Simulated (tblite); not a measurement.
C6H6N (charge -1).
Cartesian coordinates in Å at the GFN2-xTB level; atoms count from 1:
```xyz
13
C6H6N angstrom
C      2.2912    0.4749    0.1729
C      1.3257   -0.4354    0.3630
C     -0.0744   -0.2686    0.1632
C     -0.8066    0.8658   -0.2772
C     -2.1243    0.4796   -0.2911
N     -2.2892   -0.8110    0.1054
C     -1.0580   -1.2486    0.3744
H      3.3349    0.2539    0.3523
H      2.0715    1.4733   -0.1693
H      1.6222   -1.4258    0.7109
H     -0.4112    1.8346   -0.5465
H     -2.9881    1.0723   -0.5712
H     -0.8982   -2.2646    0.7170
```

Computed with GFN2-xTB (tblite): harmonic, unscaled wavenumbers at the GFN2-xTB geometry, gas phase. The method is semi-empirical: single wavenumbers can be off by several per cent or more. One conformer, not necessarily the lowest.

Harmonic wavenumbers (cm⁻¹): 120.3, 204.8, 237.7, 458.1, 561.0, 618.8, 654.2, 675.6, 748.2, 766.8, 786.5, 796.7, 875.9, 969.7, 993.5, 1036.7, 1084.5, 1125.9, 1188.8, 1291.5, 1300.1, 1347.2, 1398.0, 1439.0, 1485.9, 1520.0, 1646.8, 2946.5, 2992.5, 3002.1, 3032.5, 3040.8, 3089.7.

A = 8245, B = 2006, C = 1614 MHz; mass 92.050 u (most abundant isotopes); point group Cs, symmetry number 1.

Task: Zero-point energy?

Result: ½Σν̃ = 21718 cm⁻¹ = 62.09 kcal/mol.

Task: Entropy at 350 K, 1 bar (ideal gas, RRHO, classical rotation)?

Result: Translation 40.29, rotation 27.37, vibration 14.09: S = 81.8 cal/(mol K).

Task: And Cp and H(350 K) − H(0)?

Result: Cp = 28.76 cal/(mol K), of which vibrations give 20.81 (their classical limit is 33 R = 65.6); H(350 K) − H(0) = 5.79 kcal/mol without the zero-point energy, 3.01 from vibrations.

Task: Blend soft modes into free rotors: weight 1/[1 + (100 cm⁻¹/ν̃)⁴] for the oscillator and the rest for a rotor with moment μB/(μ + B), μ = h/(8π²ν), B = 10⁻⁴⁴ kg m². What vibrational entropy results?

Result: 13.91 cal/(mol K) in place of 14.09, which changes −T·S at 350 K by +0.06 kcal/mol.

Task: What must be added to the electronic energy to get the Gibbs energy at 350 K and 1 bar?

Result: ZPE + [H(350 K) − H(0)] − T·S = 62.09 + 5.79 − 28.61 = 39.27 kcal/mol.

Task: Which modes carry the vibrational entropy at 350 K?

Result: 120.3 cm⁻¹: 3.41; 204.8 cm⁻¹: 2.39; 237.7 cm⁻¹: 2.11; 458.1 cm⁻¹: 1.00; 561.0 cm⁻¹: 0.72; 618.8 cm⁻¹: 0.59 cal/(mol K); the other 27 give 3.88 together.

Hindered rotation and anharmonicity are outside this model. Other conformers, if any are populated, would add a mixing term that is left out.
